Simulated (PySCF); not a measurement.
C₃H₆OSi. Atoms are numbered in the order given.

```xyz
11

C     -0.7278     1.2439     0.0000
C     -1.3488     0.0473     0.0000
Si    -0.0383    -1.2537     0.0000
C      1.3064     0.1184     0.0000
O      0.6058     1.3712     0.0000
H     -1.2229     2.2213     0.0000
H     -2.4369    -0.0108     0.0000
H      0.0279    -2.1397     1.2044
H      0.0279    -2.1397    -1.2044
H      1.9573     0.0964     0.8882
H      1.9573     0.0964    -0.8882
```
Charge 0, spin multiplicity 1.

Geometry: PBE0-D3(BJ)/def2-SVP. This is a generated structure with no PubChem entry under its InChIKey; it may be hypothetical. The values are those of a single conformer.

The numbers are results of PBE/pcSseg-1 run with PySCF, not measurements.

GIAO shieldings, no solvent; atoms alike by connectivity are averaged. δ = σ(ref) − σ: ¹³C against TMS (σ = 182.0 ppm); ²⁹Si against TMS (σ = 335.4 ppm); ¹⁷O against H2O (σ = 334.3 ppm); ¹H against TMS (σ = 31.49 ppm), references at their B3LYP-D3(BJ)/def2-TZVP geometries, non-relativistic.

Computed chemical shifts:
```tsv
nucleus	atoms	count	δ (ppm)
¹³C	C1	1	170.5
¹³C	C2	1	86.6
¹³C	C4	1	60.2
²⁹Si	Si3	1	-36.9
¹⁷O	O5	1	175.4
¹H	H6	1	7.15
¹H	H8, H9	2	5.18
¹H	H7	1	4.88
¹H	H10, H11	2	4.30
```
